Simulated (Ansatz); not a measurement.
CH₆BrNOSi, SMILES `CO[SiH](N)Br`, relaxed with RKS PBE0-D4/def2-TZVP in Ansatz 0.2.0 from a PBE-D4/def2-SVP geometry. The force threshold is 0.005 eV/Å; the program also tests the step.

Charge 0, multiplicity 1.

Start:

```xyz
11

C    -0.952   -1.296   -1.074
O    -0.433   -0.023   -0.729
Si    0.582    0.271    0.568
N     0.925    1.940    0.765
Br   -0.476   -0.451    2.422
H    -1.586   -1.714   -0.260
H    -0.145   -2.033   -1.296
H    -1.577   -1.186   -1.983
H     1.867   -0.483    0.410
H     1.613    2.382    0.151
H     0.182    2.592    1.026
```

(1) By how much does the energy fall, and how many steps does the optimiser take? (An estimate is asked.)

(2) Which bonds change most? (Estimate.)

(3) Give the relaxed structure. (Estimate.)

## Answers

(1) Computed: 7.32 kJ/mol, in 11 steps.

(2) Computed: O2–Si3 from 1.673 to 1.631 Å; Si3–N4 from 1.715 to 1.689 Å; Si3–Br5 from 2.253 to 2.229 Å; Si3–H9 from 1.498 to 1.479 Å.

(3) Ansatz gave: 
```xyz
11

C    -0.942   -1.295   -1.060
O    -0.452   -0.018   -0.712
Si    0.555    0.276    0.536
N     0.902    1.918    0.728
Br   -0.447   -0.437    2.396
H    -1.606   -1.684   -0.282
H    -0.127   -2.010   -1.216
H    -1.505   -1.199   -1.989
H     1.811   -0.486    0.363
H     1.591    2.370    0.149
H     0.220    2.564    1.087
```
